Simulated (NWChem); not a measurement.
Molecule: CdNH₃; SMILES [NH2][CdH]

All runs: NWChem. def2 effective core potentials on Cd; no spin-orbit coupling. The level has its own optimisation; frequencies are unscaled.

Q: Predict the results for PBE0/def2-SVP (core potentials). Quantities: r Cd–H (Å); r Cd–N (Å); r H–N (Å); highest harmonic frequency (cm⁻¹); lowest (cm⁻¹); zero-point energy (kcal/mol).

A: 
```
Quantity                           Value
---------------------------------  -----
r Cd–H (Å)                         1.654
r Cd–N (Å)                         2.006
r H–N (Å)                          1.018
highest harmonic frequency (cm⁻¹)   3658
lowest (cm⁻¹)                        406
zero-point energy (kcal/mol)        19.0
```
